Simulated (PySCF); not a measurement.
Pt(Cl)(CO)2 (C2ClO2Pt), SMILES [O+]#[C-]->[Pt]([Cl])<-[C-]#[O+] (connectivity only; charge and spin as stated), neutral, multiplicity 2.

The structure is a stationary point at PBE-D3(BJ)/def2-SVP. The spin state was assumed, not searched. The isomer is the one that the SMILES or the coordinates give; other isomers of the formula were not compared. The def2 effective core potentials stand for the cores of Pt; spin–orbit coupling is left out.

Two levels are set side by side: PBE/def2-TZVP (PySCF) and CAM-B3LYP/def2-TZVP (PySCF). Same geometry, gas phase. Differences are taken from unrounded values.

```csv
quantity,CAM-B3LYP
α-spin orbital gap (eV),6.70
β-spin orbital gap (eV),6.20
dipole moment (D),2.94
mean polarisability (bohr³),77.6
```

Question: What does PBE give, and how far is it from CAM-B3LYP? (An estimate is asked for; the answer gives what the named calculation found.)

Answer: 
```csv
quantity,PBE,PBE minus CAM-B3LYP
α-spin orbital gap (eV),2.43,-4.27
β-spin orbital gap (eV),1.78,-4.43
dipole moment (D),2.08,-0.86
mean polarisability (bohr³),82.3,4.6
```

PBE's more diffuse valence density responds more strongly to a field. Differences between two approximate levels are no errors against the true value.

Rough cost on one machine, each run with all the roots and properties that it gave: CAM-B3LYP against PBE within a factor of 2.
